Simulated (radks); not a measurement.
Results of a calculation; reference values are marked as such.
All-electron atom: the oxygen anion O2- in [Ne].

Level of theory: scalar-relativistic Kohn-Sham, LDA (Slater exchange, Perdew-Wang correlation), spin-polarised, spherical densities, finite nucleus; Fermi nuclear charge, rms radius 2.6991 fm; Watson sphere of charge +2 and radius 2.42 bohr (a radial shooting solver on a logarithmic mesh with Libxc functionals).

Energy parts (eV; the electron-nucleus part includes the sphere):
| part | energy |
|---|---|
| total | -2241.944 |
| kinetic | 2034.259 |
| electron-nucleus | -5271.630 |
| Hartree | 1227.019 |
| exchange-correlation | -231.592 |

Orbitals (lengths in bohr, moments of r in powers of bohr):
orbital  occ.  eigenvalue (eV)     <r>
1s          2        -504.4081  0.2007
2s          2         -20.2740   1.235
2p          6          -6.5031   1.585

The highest occupied level is 2p at -6.503 eV. The density falls to 0.001 e/bohr^3 at r = 4.01 bohr. The electron density at the nucleus is 315.3 e/bohr^3 (large components only).
